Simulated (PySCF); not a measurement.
silyloxysilylmethanol (CH8O2Si2), SMILES O([SiH2]CO)[SiH3]. Atoms are numbered in the order given.

```xyz
13

O     -3.1722     0.3317    -0.0398
C     -1.9482     0.1010     0.6574
Si    -0.5177     0.0906    -0.5810
O      0.9320    -0.0334     0.2233
Si     2.5642    -0.3245     0.1979
H     -3.1611     1.2387    -0.3732
H     -1.7776     0.8301     1.4752
H     -2.0360    -0.8850     1.1428
H     -0.6738    -1.0392    -1.5409
H     -0.5710     1.3759    -1.3441
H      2.8621    -1.5454    -0.6071
H      3.2875     0.8360    -0.3984
H      3.0302    -0.5288     1.5962
```

Geometry optimised at B3LYP-D3(BJ)/def2-SVP. The values are those of a single conformer.

Level of theory: SMD-PBE0/6-31G* in PySCF.

Solvation free energies are E(SMD) − E(gas) at the gas-phase geometry, for 1 M in both phases. In vacuum the dipole moment is 1.30 D.

Computed solvation free energies in water, cyclohexanone, acetonitrile:
| solvent | ΔG(solv) (kcal/mol) | its non-electrostatic (CDS) part | dipole (D) |
|---|---|---|---|
| water | -2.9 | 4.1 | 1.70 |
| cyclohexanone | -3.2 | -0.3 | 1.49 |
| acetonitrile | -3.8 | -0.1 | 1.52 |
